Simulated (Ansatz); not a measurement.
```yaml
crystal:
  periodic: [false, false, false]
  atoms:
    - {symbol: N, position_ang: [-0.689444, 1.702139, 1.050206]}
    - {symbol: Al, position_ang: [0.118978, 0.767557, -0.000456]}
    - {symbol: Si, position_ang: [0.213953, -1.237915, 0.418479]}
    - {symbol: S, position_ang: [0.060319, -2.331498, -1.701595]}
    - {symbol: H, position_ang: [-1.269995, 1.606616, 1.384339]}
    - {symbol: H, position_ang: [-0.982514, 3.200038, 0.859077]}
    - {symbol: H, position_ang: [1.160225, 1.462883, -1.314336]}
    - {symbol: H, position_ang: [1.625539, -1.869151, 0.829022]}
    - {symbol: H, position_ang: [-0.651269, -1.841156, 1.085148]}
    - {symbol: H, position_ang: [0.799894, -1.423252, -2.218404]}
basis:
  gaussian: {orbitals: "6-31++G**", final_grid: {core_spheres: 8, valence_spheres: 7, degree: 23}}
total_charge: -2
hamiltonian: {xc: {name: BLYP}, dispersion: d4}
```

```sh
$ ansatz run in.yaml --threads 2 --pin off --events-out ev --progress --plain --max-ram 4352MiB
```

It prints (some lines left out):

```
Functional definition: BLYP
1281 factors; their error is unknown
mean field evaluation 1: about -26865.2821 eV, gradient 7.8e1 eV
mean field evaluation 2: about -26565.5105 eV, gradient 1.8e2 eV
mean field evaluation 4: about -26874.8050 eV, gradient 3.9e1 eV
mean field evaluation 8: about -26883.2855 eV, gradient 6.3e0 eV
mean field evaluation 16: about -26883.6630 eV, gradient 1.4e-1 eV
mean field evaluation 32: about -26883.5953 eV, gradient 4.8e-5 eV
mean field -26883.59525338 eV, -987.9539032065 hartree, gradient 9.0e-6 eV, S^2 0.000000; 6 other end points of the search recorded, 0 dependent functions left out
reference -26883.59553554 eV, -987.9539135756 hartree; 29, 29 occupied and 95, 95 virtual orbitals, 1281 factors
Total energy: -26884.32599942 eV, -987.9807576281 hartree
```

Something in this input is off. What?

The charge is far from anything that the molecule holds. Self-consistency was reached. The result belongs to that input, not to the molecule as meant.
